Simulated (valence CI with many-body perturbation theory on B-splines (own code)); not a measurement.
Values are calculated unless marked as measured or tabulated.
# Rh¹²⁺: what the settings do

Level of theory: valence CI with perturbative core correlation (CI+MBPT): five valence electrons over a frozen Dirac-Fock core [Ar] 3d10, a basis of 6 s, 6 p, 5 d, 3 f, 1 g functions for each j, with the one-electron correlation potential Σ1, the two-electron term Σ2, the three-electron term Σ3, Breit, model QED; selected CI, second order for the rest, scaled by the run's own slope (own B-spline code, finite nucleus).

No measured levels were compared; by estimate levels hold to about 250 cm⁻¹ or 0.2 % of their energy and the worst to 1 %, as in measured heavy ions of charge 2 to 7; those with d or f electrons hold less well. Among the levels kept, up to 830 cm⁻¹ of a level comes from second order outside the variational space, and about a tenth of that is noise between levels of different J, which matters for small intervals.

The reference run has the lowest level 4s2 4p3 4S°_3/2 and an ionisation energy of 278.340 eV. Its largest variational space holds 9983 state functions.

Names give the largest LS component (configuration and term), which can be under half, so a name can repeat, a term be missing and a line seem to break the LS rules; names also repeat where a configuration has a term twice.

Changed runs:
A. screening of Σ1 on → off
B. factor on the speed of light 1 → 10; QED terms on → off
C. correlating orbitals by l 3 3 3 2 1 → 4 4 0 0 0
D. scale of Σ1 1 → -1 (bad on purpose)

Excitation energies of the reference run in cm⁻¹, and shifts in cm⁻¹:

```tsv
Level	Reference	A	B	C	D
4s2 4p3 2D°_3/2	35991	+26	-1992	+502	-583
4s2 4p3 2D°_5/2	49308	+37	-15309	+686	-829
4s2 4p3 2P°_1/2	72648	+39	-15845	+969	-911
4s2 4p3 2P°_3/2	100912	+84	-44104	+768	-1860
4s 4p4 4P_5/2	283975	+131	-34333	-235	-1981
4s 4p4 4P_3/2	308259	+158	-58406	-272	-2574
4s 4p4 4P_1/2	313794	+158	-63815	-154	-2580
4s 4p4 2D_3/2	350098	+158	-48760	+458	-2605
4s 4p4 2D_5/2	359615	+173	-58272	+455	-2949
4s 4p4 2S_1/2	395626	+167	-47502	+1012	-2862
4s 4p4 2P_3/2	402333	+171	-47925	+639	-2926
4s2 4p2 4d 4F_3/2	439034	+132	-1648	+899	-2082
Ionisation energy (eV)	278.340	+0.058	+1.803	-0.119	-2.026
```
